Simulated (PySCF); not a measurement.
C6H8O2.
Z-matrix (Å and degrees, GFN2-xTB geometry), rows numbered from 1:
```
C 
O   1  1.4048
C   2  1.4120  1  113.58
C   3  1.4968  2  113.42  1   -65.40
C   4  1.4230  3  126.44  2   -56.07
C   5  1.3581  4  105.99  3   179.36
O   6  1.3436  5  110.74  4     0.04
C   7  1.3433  6  106.99  5    -0.37
H   1  1.0881  2  106.42  3  -176.74
H   1  1.0975  2  111.08  3   -57.60
H   1  1.0962  2  111.67  3    63.92
H   3  1.1015  2  110.31  1    57.55
H   3  1.0941  2  104.74  1   174.62
H   5  1.0700  4  126.26  3    -0.18
H   6  1.0717  5  131.99  4   179.96
H   8  1.0722  4  131.77  3     1.32
```

The closed-shell ground state was solved at several levels (PySCF, density fitting, gas phase, non-relativistic).

```json
{"level": "CAM-B3LYP/def2-SVPD", "basis functions": "230", "total energy (Eh)": "-383.4132", "HOMO (eV)": "-8.07", "LUMO (eV)": "1.17", "gap (eV)": "9.24", "dipole (D)": "0.72"}
{"level": "PBE0/pcSseg-1", "basis functions": "176", "total energy (Eh)": "-383.3735", "HOMO (eV)": "-6.74", "LUMO (eV)": "0.27", "gap (eV)": "7.01", "dipole (D)": "0.76"}
```

Problem. Estimate the row for PBE0/def2-SVPD, a basis of 230 functions; the other rows only guide the guess.

Solution. Total energy -383.1592 Eh, HOMO -6.78 eV, LUMO 0.10 eV, gap 6.88 eV, dipole 0.70 D.

Problem. Over all these levels, which gives the widest orbital gap and which the narrowest?

Solution. CAM-B3LYP/def2-SVPD (range-separated hybrid) has the widest, 9.24 eV, and PBE0/def2-SVPD (global hybrid, 25 % exact exchange) the narrowest, 6.88 eV. The two share the basis. From the narrowest to the widest the HOMO moves by -1.29 eV and the LUMO by +1.07 eV.

Problem. How far do the dipole and the HOMO energy spread over the levels?

Solution. The dipole runs from 0.70 to 0.76 D (mean 0.73 D) and the HOMO from -8.07 to -6.74 eV.

One conformer stands for the species.
